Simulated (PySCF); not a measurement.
Computed shifts of a molecule C2H5ClOSi, PBE/pcSseg-1 run with PySCF, GIAO, gas phase, atoms alike by connectivity averaged where their shifts nearly agree, in ppm (number of nuclei): ¹³C: 151.9 (1), 102.4 (1). ²⁹Si: -11.1 (1). ¹H: 7.03 (1), 6.02 (1), 5.78 (1), 5.21 (1), 4.86 (1). References: ¹³C against TMS (σ = 182.0 ppm); ¹⁷O against H2O (σ = 334.3 ppm); ²⁹Si against TMS (σ = 335.4 ppm); ³⁵Cl against HCl (σ = 936.5 ppm); ¹H against TMS (σ = 31.49 ppm), references at their B3LYP-D3(BJ)/def2-TZVP geometries, non-relativistic (without spin–orbit terms, shifts of atoms bonded to Cl or Br come out too high). Coordinates come from a B3LYP-D3(BJ)/def2-SVP optimisation. Other conformers were not sampled.

### Question
Which structure fits?
(A) Cl[SiH]1COC1
(B) O=CC[SiH2]Cl
(C) C=CO[SiH2]Cl
(D) CC(=O)[SiH2]Cl

### Answer
C, C=CO[SiH2]Cl
